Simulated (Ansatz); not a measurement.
Reaction (ligand exchange at a Ge–Cl bond): `[F][GeH]([Cl])[GeH3]` + H–F → `[F][GeH]([F])[GeH3]` + HCl

Calculated with Ansatz (gas phase, PBE0-D4/def2-TZVP geometries, no zero-point term in ΔE). CBS: MP2 limit from def2 TZ/QZ plus the TZ coupled-cluster correction, frozen cores. This one scheme is used for every species. Functionals use def2-TZVPP. For Ge outer-core shells are correlated without core-valence functions, which leaves a few kJ/mol of doubt a bond. Scalar relativity is left out up to krypton.

Task: Is it downhill or uphill in electronic energy at CCSD(T)/CBS, and by how much? (Estimate.)

Result: Computed: Uphill: ΔE = +14.8 kJ/mol.

Task: What do these levels give: LDA (SPW92), PBE-D4, BLYP-D4, PBE0-D4, r2SCAN0-D4, ωB97X-V, ωB97M-V, revPBE, r2SCANh, MP2/def2-TZVPP, CCSD/def2-TZVPP, HF/CBS(def2)? (Estimate.)

Result: Ansatz gave: LDA (SPW92) 11.7, PBE-D4 13.2, BLYP-D4 6.5, PBE0-D4 16.8, r2SCAN0-D4 13.1, ωB97X-V 6.4, ωB97M-V 9.5, revPBE 8.9, r2SCANh 9.6, MP2/def2-TZVPP 15.3, CCSD/def2-TZVPP 8.6, HF/CBS(def2) 1.1 kJ/mol.

Largest T1 diagnostic among the species: 0.012.

Leaving LDA and LC-ωPBE aside and taking each functional with its dispersion term where it has one, the values, not all of them listed here, spread over 13.7 kJ/mol, from CAM-B3LYP-D4 to HSE06-D4. From r2SCAN to r2SCAN0 (25 % exact exchange), in def2-TZVPP and without D4, ΔE moves by +4.4 kJ/mol. At CCSD(T), def2-SVP lies −16.8 kJ/mol from the extrapolated value and def2-TZVPP −4.8 kJ/mol.
